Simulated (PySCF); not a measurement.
## Ionisation energy of C²⁺ by level of theory

C²⁺ [He] 2s2 (1S) → C³⁺ [He] 2s1 (2S), as a difference of total energies. Calculation: PySCF 2.14, in aug-cc-pVTZ (5s4p3d2f, 46 functions); no relativity, point nucleus. Correlated levels: valence: 1s2 frozen. The calculations carry no spin-orbit coupling.

Problem. Order these methods by the ionisation energy they give, lowest first.
A. SCS-MP2 (valence)
B. UHF
C. CCSD (valence)
D. MP2 (valence)

Solution. B (45.787 eV), D (46.961 eV), A (47.195 eV), C (47.772 eV).

Errors of the correlated levels include the incompleteness of this basis and the frozen core.

With two correlated electrons CCSD is exact in that space.

The coupled-cluster amplitudes are large for C²⁺ (T1 above 0.03 or a double amplitude above 0.15), so a single reference is strained.

For comparison: 47.888 eV (measured; NIST Atomic Spectra Database, ionization energies).
